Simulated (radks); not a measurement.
Q: Species: Cu IV. Configuration: [Ne] 3s2 3p5 3d9 (not the ground configuration). Method: scalar-relativistic Kohn-Sham, PBEsol, spin-polarised, spherical densities, finite nucleus; open shells are filled with parallel spins first; Fermi nuclear charge, rms radius 3.8823 fm; computed with a radial shooting solver on a logarithmic mesh with Libxc functionals. Some entries of the table are withheld. Estimate them.

orbital,occ.,eigenvalue (hartree),<r^2> (bohr^2)
1s up,1,-326.8956,0.003660
1s down,1,-326.8736,0.003660
2s up,1,-40.82412,0.06536
2s down,1,-40.78228,0.06528
2p up,3,-35.50839,0.05229
2p down,3,-35.46511,0.05223
3s up,1,-5.98046,0.5719
3s down,1,-5.87667,0.5757
3p up,3,(1),(2)
3p down,2,(3),(4)
3d up,5,-1.86893,0.9010
3d down,4,-1.78125,0.9394

A: 
(1) 3p up eigenvalue (hartree): -4.40876
(2) 3p up <r^2> (bohr^2): 0.6335
(3) 3p down eigenvalue (hartree): -4.30802
(4) 3p down <r^2> (bohr^2): 0.6404
